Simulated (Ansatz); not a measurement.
Molecule: sum formula ZnOH (charge +1, singlet). 
Structure (B3LYP-D3(BJ)/def2-TZVP (Ansatz, a quantum-chemistry and plane-wave program) minimum search):
```xyz
3

Zn    -0.3083    -0.1521    -0.2402
O      1.0250     0.3996     0.7871
H      1.0481     1.3651     0.9097
```
Charge +1, spin multiplicity 1.

Wanted: vertical ionisation energy (to the doublet state of charge +2; each state is the SCF solution reached for its spin; for the singlet T1 is 0.026), in eV. Cores are frozen in the correlated levels unless marked. Open shells are spin-unrestricted. No spin-orbit coupling. The frozen core is the preceding noble-gas configuration, with the filled d and f shells of earlier blocks. No relativistic terms. Basis-set limits of correlation are two-point, X^-3; Hartree-Fock from the larger set.

```
level               program  vertical ionisation energy (eV)
------------------  -------  -------------------------------
HF/def2-SVPD         Ansatz                            15.07
PBE/def2-TZVPD       Ansatz                            17.93
r2SCAN/def2-TZVPD    Ansatz                            17.53
BHLYP/def2-TZVPD     Ansatz                            16.96
wB97M-V/def2-TZVPD   Ansatz                            17.40
B2PLYP/def2-TZVPD    Ansatz                            17.53
MP2/def2-SVPD        Ansatz                            17.23
```

Question: Estimate the value at CCSD(T)/CBS(def2-TZVPPD,def2-QZVPPD) as computed with Ansatz.

Answer: 17.50 eV, so MP2/def2-SVPD differs from it by -0.27 eV.
